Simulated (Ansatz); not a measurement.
ReO3Br (ReBrO3), relaxed as a singlet with RKS PBE0-D4/def2-SVP in Ansatz, starting from the GFN2-xTB geometry. Force threshold 0.02 eV/Å.

In the def2 sets Re takes a core potential; there is no spin–orbit coupling.

Start:

Cartesian coordinates in Å:
```
Re 0.102 0.073 0.176
O 1.599 0.525 -0.370
O -0.835 1.337 0.695
O 0.124 -1.219 1.212
Br -0.989 -0.717 -1.714
```

Task: Estimate the energy that the relaxation releases and the steps that it takes.

Result: 35.1 kJ/mol, in 6 steps; 12 s on 4 threads of Arm Neoverse V2 on a shared host. No frequencies were taken in this run, so the end may be a saddle point.

Task: Does the start keep its bonding and symmetry?

Result: By distances, no bond broke or formed. The bond that changes most is Re1–Br5, from 2.32 to 2.39 Å (atoms count from 1). Point group C3v at the start, C3v at the end, both within 0.05 Å.

Task: Predict the relaxed structure.

Result: 
Cartesian coordinates in Å:
```
Re 0.0631 0.0458 0.1094
O 1.6252 0.5491 -0.2993
O -0.7899 1.3548 0.7571
O 0.1613 -1.1811 1.2695
Br -1.0597 -0.7686 -1.8366
```
Bond lengths: 3 × O–Re 1.69 Å; 1 × Br–Re 2.39 Å.
